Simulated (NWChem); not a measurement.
ZnNH3O; SMILES [NH2][Zn][OH]

```xyz
6

Zn     0.0021     0.0184     0.0173
O     -0.0062     1.7845    -0.1182
H      0.0209     2.2543     0.7204
N     -0.0058    -1.7898    -0.1124
H     -0.8145    -2.2741     0.2700
H      0.8211    -2.2789     0.2218
```
Atoms are numbered in this order, from 1.

Results from NWChem. Medium grid unless said otherwise, to which SCAN and Minnesota functionals are sensitive. The geometry was optimised at PBE0/def2-SVP. Hybrids' shares of exact exchange are those that their runs print; pure functionals count as 0. The functionals differ in more than this share.

| row | share of exact exchange | orbital gap (eV) |
|---|---|---|
| PBE/def2-SVP | 0.00 | 3.91 |
| HCTH/407/def2-SVP | 0.00 | 3.90 |
| TPSSh/def2-SVP | 0.10 | 5.05 |
| B3LYP/def2-SVP | 0.20 | 5.57 |
| PBE0/def2-SVP | 0.25 | 6.20 |
| PW6B95/def2-SVP | 0.28 | 6.23 |
| BHandHLYP/def2-SVP | 0.50 | 8.13 |
| M06-2X/def2-SVP | 0.54 | withheld |

Fit a straight line of the last column on the one before it, predict the withheld value, and compare with the run.


1. Means of the 7 shown rows: x = 0.190, y = 5.570. Slope Σ(x − x̄)(y − ȳ)/Σ(x − x̄)² = 1.570/0.1882 = 8.344; intercept 3.985.
2. The shown rows scatter about the line by 0.119 (root mean square); the largest residual is +0.23, at TPSSh/def2-SVP.
3. At x = 0.54 (M06-2X/def2-SVP; beyond the shown range) the line gives 8.49.
4. The run gives 8.02, -0.47 from the line, 4.0 times the scatter.
